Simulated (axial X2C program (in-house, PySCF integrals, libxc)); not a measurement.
# Nuclear properties of GaH

Calculated with an in-house all-electron X2C program for linear molecules (integrals from PySCF): two-component X2C with atomic mean-field Coulomb and Gaunt terms, Gaussian nuclei, basis Ga dyall-cv3z, H dyall-v3z with contracted cores.

R = 1.676 Å (near the PBE0 minimum at charge 0 of the determinant lowest at the starting distance; the state shown can have its own minimum elsewhere).

Determinant lowest in the PBE0 search, Ω = 0 (closed shell), highest spinor 48% Ga p, 26% H s, 22% Ga s:

```csv
level,qzz Ga (a.u.),qzz H (a.u.),μ (D)
PBE0,-4.16,0.07,-0.48
HF,-4.06,0.08,-0.28
PBE50,-4.17,0.07,-0.39
BP86,-4.17,0.07,-0.58
B3LYP,-4.15,0.07,-0.62
```

qzz is the electric field gradient, eQq0 = 234.96 MHz × Q/barn × qzz; μ is positive if the H end (last atom) is positive. The operators were transformed with the bare-nucleus X2C matrices; with these basis sets, hyperfine constants and field gradients can be off by tens of per cent, and where levels differ in sign neither size nor sign is settled.

Question: With Q(69Ga) = 0.171 barn (Q from Pyykkö, Mol. Phys. 2018), turn the PBE0 values of the first state into constants in MHz.

Answer: eQq0(69Ga) = 234.96 × (0.171) × (-4.16) = -167 MHz.

Each state is one determinant with collinear spin. The search compared states at one distance, so a state with another bond length can lie lower. Further determinants of the search, some of them spin-mixed, are not shown.
